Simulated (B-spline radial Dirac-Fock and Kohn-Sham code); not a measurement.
# Kohn-Sham estimates against Dirac-Fock for the levels of Pd²¹⁺

System: Pd²¹⁺, configuration [Ar] 3d7.

The density-functional columns are spherical, spin-unpolarised Dirac-Kohn-Sham results without Breit or QED terms: −ε is minus the orbital energy of the initial state and ΔSCF the difference of two total energies. The reference in the last column comes from Dirac-Fock energy differences between relaxed states, corrected for Breit and QED terms. All numbers are from a radial B-spline solver, in eV; a selection of levels is shown. For the 1s level of heavy atoms much of the gap between ΔSCF and the reference is the Breit and QED part, -73.4 eV here; for other levels the error of the functional can be larger.

```
     level   LDA −ε  LDA ΔSCF  Dirac-Fock
    K (1s)  24841.3   25164.7     25098.7
   L1 (2s)   4229.4    4299.9      4342.3
L2 (2p1/2)   3980.0    4064.0      4067.0
L3 (2p3/2)   3820.0    3900.6      3908.9
   M1 (3s)   1271.6    1301.9      1324.8
M2 (3p1/2)   1174.7    1205.8      1215.3
M3 (3p3/2)   1143.7    1174.1      1184.2
 M4,5 (3d)    973.2    1006.5      1005.0
```

Values without a named source are computed, but for edge energies of neutral atoms, which are taken from tables.
